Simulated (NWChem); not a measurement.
Everything below was run with NWChem. System: N-methylmethanimine (C₂H₅N), charge 0, spin multiplicity 1, at a geometry optimised with B3LYP/def2-SVP. Level: G0W0@PBE/def2-TZVP, RI basis def2-tzvp-rifit.

Job file:

```
start mol
memory heap 200 mb stack 700 mb global 1700 mb
geometry units angstroms nocenter noautoz
  C     -1.101829     0.345228     0.000000
  N      0.035405    -0.544811     0.000000
  C      1.197592    -0.047334     0.000000
  H     -1.729368     0.133913    -0.882390
  H     -1.729368     0.133913     0.882390
  H     -0.838141     1.423683     0.000000
  H      1.398715     1.045477     0.000000
  H      2.075748    -0.710673     0.000000
  symmetry group Cs
end
basis spherical
  * library def2-tzvp
end
basis "ri basis" bse spherical
  * library def2-tzvp-rifit
end
dft
  xc xpbe96 cpbe96
  iterations 100
  direct
  tolerances tight
end
task dft energy
gw
  states alpha occ 4 vir 2
end
task dft gw
```

Part of the output:

```
             Northwest Computational Chemistry Package (NWChem) 7.3.0
             --------------------------------------------------------

                                NWChem Input Module
                                -------------------

 Scaling coordinates for geometry "geometry" by  1.889725989
 (inverse scale =  0.529177249)

 Turning off AUTOSYM since
 SYMMETRY directive was detected!

                             Geometry "geometry" -> ""
                             -------------------------

 Output coordinates in angstroms (scale by  1.889725989 to convert to a.u.)

  No.       Tag          Charge          X              Y              Z
 ---- ---------------- ---------- -------------- -------------- --------------
    1 C                    6.0000    -1.10182900     0.34522800     0.00000000
    2 N                    7.0000     0.03540500    -0.54481100     0.00000000
    3 C                    6.0000     1.19759200    -0.04733400     0.00000000
    4 H                    1.0000    -1.72936800     0.13391300    -0.88239000
    5 H                    1.0000    -1.72936800     0.13391300     0.88239000
    6 H                    1.0000    -0.83814100     1.42368300     0.00000000
    7 H                    1.0000     1.39871500     1.04547700     0.00000000
    8 H                    1.0000     2.07574800    -0.71067300     0.00000000

 Effective nuclear repulsion energy (a.u.)      71.9808713090

            Nuclear Dipole moment (a.u.)
            ----------------------------
        X                 Y               Z
 ---------------- ---------------- ----------------
    -0.0000018897     0.0000000000     0.0000000000

      Symmetry information
      --------------------

 Group name             Cs
 Group number              2
 Group order               2
 No. of unique centers     7

      Symmetry unique atoms

     1    2    3    4    6    7    8


 Summary of "ao basis" -> "" (spherical)
 ------------------------------------------------------------------------------
       Tag                 Description            Shells   Functions and Types
 ---------------- ------------------------------  ------  ---------------------
 *                         def2-tzvp                  on all atoms

 new library libraries.bse/

 Summary of "ri basis" -> "" (spherical)
 ------------------------------------------------------------------------------
       Tag                 Description            Shells   Functions and Types
 ---------------- ------------------------------  ------  ---------------------
 *                      def2-tzvp-rifit               on all atoms

  pbe96 is a nonlocal functional; adding pw91lda local functional.

                                 NWChem DFT Module
                                 -----------------

 Summary of "ao basis" -> "ao basis" (spherical)
 ------------------------------------------------------------------------------
       Tag                 Description            Shells   Functions and Types
 ---------------- ------------------------------  ------  ---------------------
 C                         def2-tzvp                11       31   5s3p2d1f
 N                         def2-tzvp                11       31   5s3p2d1f
 H                         def2-tzvp                 4        6   3s1p

 Summary of "ao basis" -> "ao basis" (spherical)
 ------------------------------------------------------------------------------
       Tag                 Description            Shells   Functions and Types
 ---------------- ------------------------------  ------  ---------------------
 C                         def2-tzvp                11       31   5s3p2d1f
 N                         def2-tzvp                11       31   5s3p2d1f
 H                         def2-tzvp                 4        6   3s1p

      Symmetry analysis of basis
      --------------------------

        a'         84
        a"         39

            General Information
            -------------------
          SCF calculation type: DFT
          Wavefunction type:  closed shell.
          No. of atoms     :     8
          No. of electrons :    24
           Alpha electrons :    12
            Beta electrons :    12
          Charge           :     0
          Spin multiplicity:     1
          Use of symmetry is: on ; symmetry adaption is: on
          Maximum number of iterations: 100
          This is a Direct SCF calculation.
          AO basis - number of functions:   123
                     number of shells:    53
          Convergence on energy requested:  1.00D-06
          Convergence on density requested:  1.00D-05
          Convergence on gradient requested:  5.00D-04

              XC Information
              --------------
          PerdewBurkeErnzerhof Exchange Functional  1.000
            Perdew 1991 LDA Correlation Functional  1.000 local
           PerdewBurkeErnz. Correlation Functional  1.000 non-local

             Grid Information
             ----------------
          Grid used for XC integration:  medium
          Radial quadrature: Mura-Knowles
          Angular quadrature: Lebedev.
          Tag              B.-S. Rad. Rad. Pts. Rad. Cut. Ang. Pts.
          ---              ---------- --------- --------- ---------
          C                   0.70       49          10.0       434
          N                   0.65       49           8.0       434
          H                   0.35       45          11.0       434
          Grid pruning is: on
          Number of quadrature shells:   327
          Spatial weights used:  Erf1

          Convergence Information
[...]
      Non-variational initial energy
      ------------------------------

 Total energy =    -133.848724
 1-e energy   =    -319.063710
 2-e energy   =     113.234114
 HOMO         =      -0.314393
 LUMO         =      -0.020969

      Symmetry analysis of molecular orbitals - initial
      -------------------------------------------------

  Numbering of irreducible representations:

     1 a'          2 a"

  Orbital symmetries:

     1 a'          2 a'          3 a'          4 a'          5 a'
     6 a'          7 a'          8 a'          9 a"         10 a'
    11 a"         12 a'         13 a"         14 a'         15 a'
    16 a'         17 a'         18 a"         19 a'         20 a'
    21 a"         22 a'

   convergence    iter        energy       DeltaE   RMS-Dens  Diis-err    time
 ---------------- ----- ----------------- --------- --------- ---------  ------
 d= 0,ls=0.0,diis     1   -133.7661246546 -2.06D+02  7.47D-03  5.63D-01     4.9
 d= 0,ls=0.0,diis     2   -133.6670682557  9.91D-02  6.09D-03  1.22D+00     7.6
 d= 0,ls=0.0,diis     3   -133.7803831202 -1.13D-01  1.77D-03  3.03D-01    10.2
 d= 0,ls=0.0,diis     4   -133.8125777988 -3.22D-02  4.71D-04  7.20D-03    12.8
 d= 0,ls=0.0,diis     5   -133.8133134066 -7.36D-04  1.85D-04  1.28D-03    15.6
 d= 0,ls=0.0,diis     6   -133.8134788565 -1.65D-04  2.85D-05  2.76D-05    18.2
 d= 0,ls=0.0,diis     7   -133.8134817566 -2.90D-06  1.41D-05  6.80D-06    21.0
 d= 0,ls=0.0,diis     8   -133.8134826031 -8.47D-07  2.00D-06  8.59D-08    23.5

         Total DFT energy =     -133.813482603115
      One electron energy =     -321.962833632461
           Coulomb energy =      135.560129546781
    Exchange-Corr. energy =      -19.391649826424
 Nuclear repulsion energy =       71.980871308989

 Numeric. integr. density =       23.999994528798

     Total iterative time =     22.3s

                  Occupations of the irreducible representations
                  ----------------------------------------------

                     irrep           alpha         beta
                     --------     --------     --------
                     a'               10.0         10.0
                     a"                2.0          2.0

                       DFT Final Molecular Orbital Analysis
                       ------------------------------------

 Vector   10  Occ=2.000000D+00  E=-3.348752D-01  Symmetry=a'
              MO Center= -2.0D-01,  2.5D-01,  8.3D-15, r^2= 3.0D+00
   Bfn.  Coefficient  Atom+Function         Bfn.  Coefficient  Atom+Function
  ----- ------------  ---------------      ----- ------------  ---------------
     6      0.236025  1 C  px                 9      0.174319  1 C  px
    68      0.164712  3 C  px               107      0.162418  6 H  s
   119      0.159959  8 H  s                 69     -0.139722  3 C  py
     7      0.138723  1 C  py                37     -0.126457  2 N  px
    95     -0.120475  4 H  s                101     -0.120475  5 H  s

 Vector   11  Occ=2.000000D+00  E=-2.751429D-01  Symmetry=a"
              MO Center=  1.1D-01, -1.5D-01,  1.0D-15, r^2= 2.2D+00
   Bfn.  Coefficient  Atom+Function         Bfn.  Coefficient  Atom+Function
  ----- ------------  ---------------      ----- ------------  ---------------
    70      0.277947  3 C  pz                39      0.273000  2 N  pz
    73      0.238394  3 C  pz                42      0.229502  2 N  pz
     8     -0.157275  1 C  pz                76      0.146163  3 C  pz
    45      0.136834  2 N  pz                95      0.136634  4 H  s
   101     -0.136634  5 H  s                 11     -0.110129  1 C  pz

 Vector   12  Occ=2.000000D+00  E=-2.148597D-01  Symmetry=a'
              MO Center=  1.4D-01, -3.8D-01,  2.1D-15, r^2= 1.9D+00
   Bfn.  Coefficient  Atom+Function         Bfn.  Coefficient  Atom+Function
  ----- ------------  ---------------      ----- ------------  ---------------
    38      0.365586  2 N  py                41      0.298342  2 N  py
    44      0.237257  2 N  py               114     -0.200374  7 H  s
    35     -0.188067  2 N  s                 36     -0.154450  2 N  s
   108     -0.150082  6 H  s                113     -0.144133  7 H  s
   120      0.128918  8 H  s                 34     -0.119969  2 N  s

 Vector   13  Occ=0.000000D+00  E=-5.360486D-02  Symmetry=a"
              MO Center=  6.8D-01, -1.7D-01,  6.2D-15, r^2= 2.2D+00
   Bfn.  Coefficient  Atom+Function         Bfn.  Coefficient  Atom+Function
  ----- ------------  ---------------      ----- ------------  ---------------
    76      0.506486  3 C  pz                45     -0.455870  2 N  pz
    39     -0.335608  2 N  pz                70      0.319441  3 C  pz
    73      0.313617  3 C  pz                42     -0.271975  2 N  pz
    96     -0.160158  4 H  s                102      0.160158  5 H  s
    95     -0.066366  4 H  s                101      0.066366  5 H  s

 Vector   14  Occ=0.000000D+00  E= 3.246135D-02  Symmetry=a'
              MO Center= -6.7D-01,  6.6D-01, -8.7D-15, r^2= 6.5D+00
   Bfn.  Coefficient  Atom+Function         Bfn.  Coefficient  Atom+Function
  ----- ------------  ---------------      ----- ------------  ---------------
     5      3.788508  1 C  s                 96     -1.543253  4 H  s
   102     -1.543253  5 H  s                108     -1.484482  6 H  s
   114     -0.803045  7 H  s                120     -0.674915  8 H  s
    74      0.632728  3 C  px                43      0.430174  2 N  px
    12     -0.280044  1 C  px                75      0.278940  3 C  py

 Vector   15  Occ=0.000000D+00  E= 5.953877D-02  Symmetry=a'
              MO Center=  4.5D-01,  5.4D-01,  5.0D-14, r^2= 7.5D+00
   Bfn.  Coefficient  Atom+Function         Bfn.  Coefficient  Atom+Function
  ----- ------------  ---------------      ----- ------------  ---------------
    67      2.650428  3 C  s                  5     -2.305111  1 C  s
   114     -1.930897  7 H  s                 96      1.303313  4 H  s
   102      1.303313  5 H  s                120     -1.065794  8 H  s
    66      0.517711  3 C  s                 43     -0.497996  2 N  px
    13      0.469527  1 C  py                75      0.361786  3 C  py

 center of mass
 --------------
 x =   0.03582944 y =  -0.08834061 z =   0.00000000

 moments of inertia (a.u.)
 ------------------
          38.489865938022          25.565665460140           0.000000000000
          25.565665460140         165.700604270677           0.000000000000
           0.000000000000           0.000000000000         192.981545669426

     Multipole analysis of the density
     ---------------------------------

     L   x y z        total         alpha         beta         nuclear
     -   - - -        -----         -----         ----         -------
     0   0 0 0     -0.000000    -12.000000    -12.000000     24.000000

     1   1 0 0      0.071782      0.035892      0.035892     -0.000002
     1   0 1 0      0.528173      0.264087      0.264087      0.000000
     1   0 0 1     -0.000000     -0.000000     -0.000000      0.000000

     2   2 0 0    -12.357750    -57.686725    -57.686725    103.015700
     2   1 1 0     -0.303000      7.752530      7.752530    -15.808059
     2   1 0 1      0.000000      0.000000      0.000000      0.000000
     2   0 2 0    -15.877658    -19.486021    -19.486021     23.094385
     2   0 1 1     -0.000000     -0.000000     -0.000000      0.000000
     2   0 0 2    -14.833908    -10.197428    -10.197428      5.560948

 Task  times  cpu:       23.5s     wall:       23.5s

                                NWChem Input Module
                                -------------------

                                 NWChem GW Module
                                 ----------------

                             ***********************
                             ***        GW       ***
                             ***********************

 Summary of "ri basis" -> "ri basis" (spherical)
 ------------------------------------------------------------------------------
       Tag                 Description            Shells   Functions and Types
 ---------------- ------------------------------  ------  ---------------------
 C                      def2-tzvp-rifit             22       76   8s6p4d3f1g
 N                      def2-tzvp-rifit             22       76   8s6p4d3f1g
 H                      def2-tzvp-rifit              7       15   4s2p1d

                 Memory Information
                 ------------------
          Available GA per process is          1699.9 MBs
          Available stack per process is        700.0 MBs
          Available heap per process is           0.0 MBs

          Peak memory in Initialization
              Peak GA per process is                  4.8 MBs
              Peak stack per process is               0.2 MBs
              Peak heap per process is                5.1 MBs
              Memory not in MA per process            0.0 MBs

          Peak memory in AFF Calculation
              Peak GA per process is                 20.5 MBs
              Peak stack per process is              13.5 MBs
              Peak heap per process is                0.0 MBs
              Memory not in MA per process           13.5 MBs

          Computing 2-center integrals
          Computing Inverse Cholesky factor
          Computing 3-center integrals
          Computing V_xc ...

          Computing Sigma_x
          Computing RPA polarizability
          Solving quasiparticle equations

                  Alpha Orbitals
          State     Energy (eV)     Error (eV)
          -----------------------------------
@GW         9        -14.114           0.002
@GW        10        -12.852           0.002
@GW        11        -11.006           0.002
@GW        12         -9.173           0.002
@GW        13          1.805           0.002
@GW        14          3.382           0.002

   Applying  -3.3268 eV scissor-shift to rest of particle states

   Applying   3.2632 eV scissor-shift to rest of hole states

     GW Timing Statistics
   ------------------------
   Init.   :          0.1s
     ERIs  :          1.5s
     Distr.:          0.0s
     Vxc   :          0.5s
   Sigma_x :          0.0s
   RPA     :          0.8s
   Wmn     :          0.0s
   Sigma_c :          0.0s
   GW total:          3.0s

 Task  times  cpu:        3.0s     wall:        3.0s

 Total times  cpu:       26.6s     wall:       26.6s
```
